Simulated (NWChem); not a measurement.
System: C2H7S cation; SMILES C[SH+]C

NWChem printed, in part:

```
             Northwest Computational Chemistry Package (NWChem) 7.3.0
             --------------------------------------------------------

 CS  symmetry detected

                             Geometry "geometry" -> ""
                             -------------------------

 Output coordinates in angstroms (scale by  1.889725989 to convert to a.u.)

  No.       Tag          Charge          X              Y              Z
 ---- ---------------- ---------- -------------- -------------- --------------
    1 C                    6.0000     0.53128183     0.00648046     1.40178293
    2 S                   16.0000    -0.61954444     0.06923764     0.00000000
    3 C                    6.0000     0.53128183     0.00648046    -1.40178293
    4 H                    1.0000     1.25879396    -0.78945485     1.27661664
    5 H                    1.0000    -0.04684111    -0.14948807     2.30921377
    6 H                    1.0000     1.03256738     0.96928620     1.46596909
    7 H                    1.0000    -0.95171139    -1.24625429     0.00000000
    8 H                    1.0000     1.25879396    -0.78945485    -1.27661664
    9 H                    1.0000    -0.04684111    -0.14948807    -2.30921377
   10 H                    1.0000     1.03256738     0.96928620    -1.46596909

 Effective nuclear repulsion energy (a.u.)     120.5876385036

      Symmetry information
      --------------------

 Group name             Cs
 Group number              2
 Group order               2
 No. of unique centers     6

                                Z-matrix (autoz)
                                --------

 Units are Angstrom for bonds and degrees for angles

      Type          Name      I     J     K     L     M      Value
      ----------- --------  ----- ----- ----- ----- ----- ----------
    1 Stretch                  1     2                       1.81475
    2 Stretch                  1     4                       1.08557
    3 Stretch                  1     5                       1.08719
    4 Stretch                  1     6                       1.08738
    5 Stretch                  2     3                       1.81475
    6 Stretch                  2     7                       1.35678
    7 Stretch                  3     8                       1.08557
    8 Stretch                  3     9                       1.08719
    9 Stretch                  3    10                       1.08738
   10 Bend                     1     2     3               101.14639
   11 Bend                     1     2     7                96.99157
   12 Bend                     2     1     4               111.17883
   13 Bend                     2     1     5               108.20790
   14 Bend                     2     1     6               107.89779
   15 Bend                     2     3     8               111.17883
   16 Bend                     2     3     9               108.20790
   17 Bend                     2     3    10               107.89779
   18 Bend                     3     2     7                96.99157
   19 Bend                     4     1     5               110.32956
   20 Bend                     4     1     6               110.30734
   21 Bend                     5     1     6               108.83827
   22 Bend                     8     3     9               110.32956
   23 Bend                     8     3    10               110.30734
   24 Bend                     9     3    10               108.83827
   25 Torsion                  1     2     3     8          48.24561
   26 Torsion                  1     2     3     9         169.55572
   27 Torsion                  1     2     3    10         -72.83536
   28 Torsion                  3     2     1     4         -48.24561
   29 Torsion                  3     2     1     5        -169.55572
   30 Torsion                  3     2     1     6          72.83536
   31 Torsion                  4     1     2     7          50.33242
   32 Torsion                  5     1     2     7         -70.97770
   33 Torsion                  6     1     2     7         171.41339
   34 Torsion                  7     2     3     8         -50.33242
   35 Torsion                  7     2     3     9          70.97770
   36 Torsion                  7     2     3    10        -171.41339

  pbe96 is a nonlocal functional; adding pw91lda local functional.

                           NWChem Geometry Optimization
                           ----------------------------

 maximum gradient threshold         (gmax) =   0.000450
 rms gradient threshold             (grms) =   0.000300
 maximum cartesian step threshold   (xmax) =   0.001800
 rms cartesian step threshold       (xrms) =   0.001200
 fixed trust radius                (trust) =   0.300000
 source of zmatrix                         =   autoz

          -------------------
          Energy Minimization
          -------------------

 Using diagonal initial Hessian
 Scaling for Hessian diagonals: bonds = 1.00  angles = 0.25  torsions = 0.10

          --------
          Step   0

                                 NWChem DFT Module
                                 -----------------

 Summary of "ao basis" -> "ao basis" (spherical)
 ------------------------------------------------------------------------------
       Tag                 Description            Shells   Functions and Types
 ---------------- ------------------------------  ------  ---------------------
 C                          def2-svp                 6       14   3s2p1d
 S                          def2-svp                 8       18   4s3p1d
 H                          def2-svp                 3        5   2s1p

      Symmetry analysis of basis
      --------------------------

        a'         46
        a"         35

[...]

      ----------------------
      Optimization converged
      ----------------------

  Step       Energy      Delta E   Gmax     Grms     Xrms     Xmax
  ---- ---------------- -------- -------- -------- -------- --------
@    6    -477.86341410 -1.2D-07  0.00004  0.00001  0.00012  0.00045
                                     ok       ok       ok       ok

                                Z-matrix (autoz)
                                --------

 Units are Angstrom for bonds and degrees for angles

[...]

 Rotational Constants
 --------------------
 A=   0.581375 cm-1  (  0.836450 K)
 B=   0.229190 cm-1  (  0.329746 K)
 C=   0.182238 cm-1  (  0.262194 K)

 Temperature                      =   298.15K
 frequency scaling parameter      =   1.0000

 Zero-Point correction to Energy  =   52.387 kcal/mol  (  0.083484 au)
 Thermal correction to Energy     =   55.599 kcal/mol  (  0.088603 au)
 Thermal correction to Enthalpy   =   56.192 kcal/mol  (  0.089547 au)

 Total Entropy                    =   69.956 cal/mol-K
   - Translational                =   38.325 cal/mol-K (mol. weight =  63.0268)
   - Rotational                   =   23.701 cal/mol-K (symmetry #  =        1)
   - Vibrational                  =    7.930 cal/mol-K

 Cv (constant volume heat capacity) =   16.948 cal/mol-K
   - Translational                  =    2.979 cal/mol-K
   - Rotational                     =    2.979 cal/mol-K
   - Vibrational                    =   10.990 cal/mol-K

[normal modes left out]

 ----------------------------------------------------------------------------
 Normal Eigenvalue ||           Projected Infra Red Intensities
  Mode   [cm**-1]  || [atomic units] [(debye/angs)**2] [(KM/mol)] [arbitrary]
 ------ ---------- || -------------- ----------------- ---------- -----------
    1       -0.000 ||    0.006105           0.141         5.951       6.231
    2       -0.000 ||    0.006382           0.147         6.222       6.514
    3        0.000 ||    0.015313           0.353        14.928      15.631
    4        0.000 ||    0.006882           0.159         6.709       7.024
    5        0.000 ||    0.012197           0.281        11.890      12.450
    6        0.000 ||    0.004237           0.098         4.131       4.325
    7      175.720 ||    0.000109           0.003         0.106       0.111
    8      200.235 ||    0.000521           0.012         0.508       0.532
    9      252.736 ||    0.000016           0.000         0.016       0.016
   10      632.518 ||    0.004107           0.095         4.004       4.192
   11      694.920 ||    0.000033           0.001         0.032       0.033
   12      733.255 ||    0.005862           0.135         5.715       5.984
   13      783.888 ||    0.001835           0.042         1.789       1.873
   14      893.733 ||    0.003868           0.089         3.771       3.948
   15     1012.104 ||    0.009517           0.220         9.278       9.715
   16     1039.727 ||    0.015784           0.364        15.387      16.111
   17     1063.849 ||    0.004858           0.112         4.736       4.959
   18     1278.778 ||    0.000859           0.020         0.837       0.876
   19     1303.135 ||    0.001453           0.034         1.417       1.483
   20     1375.022 ||    0.005478           0.126         5.340       5.592
   21     1377.813 ||    0.018874           0.435        18.399      19.265
   22     1388.296 ||    0.033659           0.777        32.813      34.357
   23     1391.112 ||    0.034377           0.793        33.513      35.090
   24     2549.355 ||    0.021883           0.505        21.333      22.337
   25     2997.394 ||    0.001450           0.033         1.414       1.481
   26     2998.969 ||    0.015511           0.358        15.121      15.833
   27     3122.505 ||    0.011493           0.265        11.204      11.732
   28     3122.683 ||    0.027336           0.631        26.648      27.903
   29     3136.500 ||    0.019050           0.440        18.571      19.445
   30     3138.304 ||    0.004855           0.112         4.733       4.956
 ----------------------------------------------------------------------------
```

Level: PBE-D3(BJ)/def2-SVP. 

Q: Reconstruct the input file.

A: One answer among several that fit: the input that was run:
```
start job
memory heap 200 mb stack 900 mb global 1100 mb
charge 1
geometry units angstroms
  C     -1.404289     0.545228    -0.201951
  S      0.002378    -0.516638     0.230601
  C      1.399248     0.557945    -0.202207
  H     -1.281165     0.975768    -1.190854
  H     -2.308997    -0.056337    -0.161865
  H     -1.471974     1.331431     0.546183
  H      0.005581    -1.257568    -0.906002
  H      1.272042     0.987350    -1.191087
  H      2.309383    -0.035387    -0.162287
  H      1.459934     1.344731     0.545916
end
basis spherical
  * library def2-svp
end
dft
  xc xpbe96 cpbe96
  disp vdw 4
  iterations 150
end
driver
  maxiter 120
end
task dft optimize
task dft freq
```
